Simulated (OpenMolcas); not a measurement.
Pb2+: effect of the basis set

```json
{
 "Program": "OpenMolcas 26.06",
 "Method": "MS-CASPT2, IPEA 0.25 Eh, imaginary shift 0.1 Eh (closed shells correlated: 5d)",
 "Active space": "2 electrons in 4 orbitals (6s 6p)",
 "State averaging": "2S+1 = 3 even, 3 roots; 2S+1 = 1 even, 7 roots; 2S+1 = 3 odd, 3 roots; 2S+1 = 1 odd, 3 roots",
 "Spin-orbit coupling": "state interaction with AMFI integrals over the reference wave functions, term energies averaged over their components"
}
```

A. ANO-RCC-VDZP [7s6p4d2f1g], DKH2, point nucleus; CASPT2 step of the order of 2.5 core-seconds
B. ANO-R2 [8s7p5d3f1g], X2C, finite nucleus; CASPT2 step roughly 2.6 core-seconds
C. ANO-RCC-VTZP [8s7p5d3f2g], X2C, point nucleus; CASPT2 step of the order of 6 core-seconds
D. ANO-RCC-VTZP [8s7p5d3f2g], DKH2, point nucleus; CASPT2 step of the order of 5 core-seconds
E. ANO-R3 [9s8p6d3f2g1h], X2C, finite nucleus; CASPT2 step roughly 6 core-seconds
F. ANO-RCC-VQZP [9s8p6d4f3g], DKH2, point nucleus; CASPT2 step about 6 core-seconds

Energies in cm-1 above 6s2 1S0, the measured ground level; measured values from Moore, Atomic Energy Levels, vol. III, NSRDS-NBS 35 (1971 reprint of NBS Circular 467, 1958).

```csv
Level,A,B,C,D,E,F,Measured
6s2 1S0,0.0,0.0,0.0,0.0,0.0,0.0,0.0
6s 6p 3P* 0,61280,62710,62960,62610,62820,62890,60397
6s 6p 3P* 1,65560,66380,66620,66260,66500,66390,64391
6s 6p 3P* 2,79580,77900,78230,77870,78220,77620,
6s 6p 1P* 1,95280,94370,93740,93410,94320,93320,95340
6p2 3P0,145500,147320,148050,147320,147720,147400,142551
6p2 3P1,158180,157310,158340,157610,157990,157370,155432
6p2 1D2 [54 %],161020,159090,159600,158660,159680,158150,
6p2 3P2 [54 %],177360,172790,173510,172640,173600,171800,
6p2 1S0,190640,187520,187060,186350,187730,185250,188615
```

Deviations, from unrounded energies. A percentage is the sum of absolute deviations over the sum of measured energies, with the sign that they share, or ± where signs differ.

| Against measurement | Levels | A | B | C | D | E | F |
| --- | --- | --- | --- | --- | --- | --- | --- |
| mean absolute deviation (cm-1) | 6 | 1600 | 2200 | 2700 | 2500 | 2400 | 2800 |
| other configurations (%) | 6 | ±1.4 | ±1.8 | ±2.3 | ±2.2 | ±2.0 | ±2.4 |

A lies closest to measurement on these levels and F furthest from it. The largest miss of A in the table is 6p2 3P0, by +2900 cm-1. The ranking rests on the paired levels alone, and a cruder setting can come out closer through cancelling errors.

Among A to F the level of the table that moves most is 6p2 3P2 [54 %], by 5600 cm-1 (lowest in F, highest in A). Moves below CASPT2's spread within the term are not significant.

Term energies are means over components that CASPT2 splits; among the terms shown or strongly mixed into the levels shown the widest spread is 930 cm-1 (6p2 1D, F). Over all roots computed the reference weight is 0.88 to 0.94 in B, 0.88 to 0.93 in C, 0.87 to 0.93 in D, 0.88 to 0.93 in E, 0.86 to 0.93 in F; the roots of lowest weight are the least certain, and an intruder state may touch them. The ¹D term of p² mixes with s d, which this space lacks. Spin-orbit splittings of 6p shells tend to come out small when the coupling is added on scalar orbitals. Some levels mix across a computed gap that differs much from the measured one, so their mixing is not that of the real levels (holds for B; C; D; E; F). Computed and measured levels are paired by configuration, term and J; levels that our copy of the source lacks, or whose pairing is in doubt (as where it misses far off the trend of its configuration), stay unpaired and out of the deviations. Only configurations of the active space appear.

A share in square brackets marks a mixed level and gives the weight of the term that names it, the lowest over the columns. * marks odd parity.
